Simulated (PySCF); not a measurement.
Ar¹⁴⁺ (argon, charge +14): Hartree-Fock from Schrödinger to Dirac-Coulomb-Breit

Occupied: 1s1/2, 2s1/2. Hartree-Fock calculated with PySCF 2.14 in an even-tempered Gaussian basis (16 s from 0.83 bohr⁻², ratio 2.7; 11 p from 0.99 bohr⁻², ratio 2.7), Gaussian nucleus throughout. NR is non-relativistic, sf-X2C the spin-free one-electron X2C Hamiltonian, X2C adds the bare one-electron spin-orbit term, X2C-SNSO screens it by Boettger's factors, DC is four-component Dirac-Coulomb, and the Gaunt and Breit terms are added at first order (total energies over the DC spinors, levels after relaxing the spinors in that mean field). QED terms are absent. Levels marked empty are virtual spinors of this ion.

| Hamiltonian | E (hartree) | E − E(DC) (hartree) | CPU seconds |
| --- | --- | --- | --- |
| NR | -377.5293 | 1.6631 | 0.16 |
| sf-X2C | -379.1492 | 0.0432 | 0.08 |
| X2C | -379.1492 | 0.0432 | 0.08 |
| X2C-SNSO | -379.1492 | 0.0432 | 0.08 |
| DC | -379.1924 | 0.0000 | 1.7 |
| DC+Gaunt | -379.1038 | 0.0886 | 3.1 |
| DC+Breit | -379.1053 | 0.0871 | 29 |

Give the 2p spin-orbit interval with each Hamiltonian that has one.

X2C 3.348; X2C-SNSO 2.974; DC 3.015; DC+Gaunt 2.868; DC+Breit 2.868 (eV).

```
   level (eV)       NR   sf-X2C      X2C  X2C-SNSO       DC  DC+Gaunt  DC+Breit
        1s1/2  -3927.9  -3942.9  -3942.9   -3942.9  -3943.9   -3941.8   -3941.8
        2s1/2  -846.22  -850.34  -850.34   -850.34  -850.44   -850.23   -850.25
2p1/2 (empty)  -752.44  -753.60  -755.85   -755.59  -755.65   -755.29   -755.35
2p3/2 (empty)  -752.44  -753.60  -752.50   -752.62  -752.63   -752.43   -752.48
3s1/2 (empty)  -328.22  -329.46  -329.46   -329.46  -329.49   -329.43   -329.44
```

Weight of the small component: 1s1/2 0.00417, 2s1/2 0.000873, 2p1/2 0.000830, 2p3/2 0.000826, 3s1/2 0.000331.

Koopmans' value for the highest occupied level at DC+Breit: 850.25 eV, against an ionisation energy of 855.5 ± 0.3 eV (semi-empirical (NIST evaluation); NIST Atomic Spectra Database, ionization energies); the former lacks relaxation, correlation, QED and recoil.

The whole ladder took 35 s of wall time on 1 thread of Intel(R) Xeon(R) Platinum 8488C (shared host), launched as `OMP_NUM_THREADS=1 python relrun2.py TASK.json OUT` (a driver that calls PySCF for each Hamiltonian).
